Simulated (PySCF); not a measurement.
C3H9B, SMILES CB(C)C. Coordinates come from a B3LYP-D3(BJ)/def2-SVP optimisation. The isomer is the one that the SMILES or the coordinates give; other isomers of the formula were not compared.

Computed equilibrium geometry at B3LYP-D3(BJ)/def2-SVP (PySCF confirms it by a frequency run) as bond lengths and angles:
Atoms: B1 C2 H3 H4 H5 C6 H7 H8 H9 C10 H11 H12 H13. Bonds (Å): B1–C2 1.576, B1–C6 1.576, B1–C10 1.577, C2–H3 1.103, C2–H4 1.110, C2–H5 1.102, C6–H7 1.110, C6–H8 1.103, C6–H9 1.101, C10–H11 1.101, C10–H12 1.109, C10–H13 1.104. Angles (°): C2–B1–C6 120.0, C2–B1–C10 119.5, C6–B1–C10 120.4, B1–C2–H3 113.6, B1–C2–H4 105.6, B1–C2–H5 115.1, H3–C2–H4 105.5, H3–C2–H5 109.6, H4–C2–H5 106.7, B1–C6–H7 106.3, B1–C6–H8 113.2, B1–C6–H9 115.0, H7–C6–H8 105.4, H7–C6–H9 106.8, H8–C6–H9 109.5, B1–C10–H11 115.5, B1–C10–H12 106.8, B1–C10–H13 112.3, H11–C10–H12 107.3, H11–C10–H13 109.2, H12–C10–H13 105.0.
Charge 0, spin multiplicity 1.
